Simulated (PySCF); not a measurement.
A run for PySCF: R-HF/STO-3G on GeH4OSi (SMILES [OH][Ge][SiH3]), a point of a torsion scan.

```python
from pyscf import gto, scf, dft, mp
from pyscf.data.elements import chemcore

mol = gto.M(
    atom='''
    O     1.93412414   -0.20312053   -0.41463738
    Ge    0.79935427   -0.80349592    0.84714170
    Si    2.03296512   -2.88924702    1.27320359
    H     2.43471821    0.60509314   -0.40086144
    H     3.32286900   -2.62496462    1.94138933
    H     1.34678466   -3.80671235    2.20219107
    H     2.38649939   -3.72909269    0.11913980
    ''',
    basis='sto-3g',
    charge=0, spin=0, verbose=3, max_memory=1800)
mf = scf.RHF(mol)
mf.conv_tol = 1e-8
mf.max_cycle = 100
mf.kernel()
if not mf.converged:
    mf = mf.newton().run(mf.mo_coeff, mf.mo_occ)
```

Output:

```
converged SCF energy = -2413.47363669679
```

Self-consistency was reached.

Cost: around 0.5 core-seconds (rough).
